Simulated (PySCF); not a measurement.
# Reading the logs of faulty runs: BH3NOSi

Calculated results; nothing here was measured. The program is PySCF 2.14.0, an open-source quantum chemistry code, run on an isolated molecule that a program drew, which may never have been made. The molecule is BH3NOSi (charge 0, doublet), drawn as the SMILES string `N[SiH]B=O`.

Each row is a Hartree-Fock (HF) and frozen-core CCSD(T) single point in the cc-pV(D+d)Z basis, meant for a local HF minimum. Run 1 is clean. Each other run has one planted mistake out of seven kinds, and not every kind appears here: one electron removed, one electron added, multiplicity raised by two, geometry at a saddle point, minimal basis STO-3G, one bond length entered in bohr, all coordinates scaled. The reference is restricted for singlets and unrestricted otherwise, and also for a bond in bohr. Adding or removing an electron swaps singlet and doublet. Electrons count all cores. HOMO and LUMO are orbital energies over both spins, the gradient is its largest component, and the lowest frequency (negative if imaginary) is given only where the gradient is small. Bond lengths are over the 6 bonds as drawn. T1 is the CCSD diagnostic: over 0.02 (restricted) or 0.045 (unrestricted) a single reference is doubtful.

Geometry of the clean run:
```xyz
7
BH3NOSi, angstrom
N    -0.9517   -0.1607    0.0758
Si    0.3517    0.9028    0.4214
B     2.0435   -0.1671    0.6625
O     3.0404   -0.7768    0.8772
H    -1.7830    0.2015   -0.3534
H    -1.1763   -0.9140    0.6989
H     0.5113    1.8446   -0.7081
```

```
run,electrons,basis functions,<S^2>,HOMO (eV),LUMO (eV),gradient (hartree/bohr),lowest frequency (cm^-1),mean bond (Å),longest bond (Å),T1,HF (hartree),CCSD(T) (hartree),mistake
1,37,80,0.759,-8.87,1.18,4.0e-05,134,1.4012,2.016,0.0206,-444.72992,-445.28555,no fault
2,37,27,0.753,-5.84,5.71,3.5e-02,-,1.4012,2.016,0.0215,-439.32230,-439.55031,minimal basis STO-3G
3,37,80,2.362,-8.31,0.88,1.7e-02,-,1.5774,2.245,0.0724,-444.48213,-444.98291,?
4,38,80,0.000,-0.54,8.19,6.0e-02,-,1.4012,2.016,0.0169,-444.71489,-445.29414,?
```

**Which mistake was planted in run 3, and what did it cost?**

The mean bond changes by a factor of 1.126 and the longest by 1.114, so the molecule wasn't scaled as a whole. A length L in bohr read as angstrom grows by (1/0.5292 - 1) L = 0.890 L. The 6 bonds together grew by 6 x 0.1762 = 1.057 Å, which gives L = 1.188 Å. That is bond B3-O4, 1.188 Å in the clean geometry. So the mistake is: one bond length entered in bohr. Subtracting run 1 and multiplying by 627.51 kcal/mol a hartree, the energy moved by 155.5 kcal/mol in HF and 189.9 kcal/mol in CCSD(T).

**Which mistake was planted in run 4, and what did it cost?**

It counts 38 electrons, one more than the clean run, at the same geometry and basis. So the mistake is: one electron added. Subtracting run 1 and multiplying by 627.51 kcal/mol a hartree, the energy moved by 9.4 kcal/mol in HF and -5.4 kcal/mol in CCSD(T).

Cautions from the logs. Run 3: T1 is over the limit, so its CCSD(T) energy is less reliable.
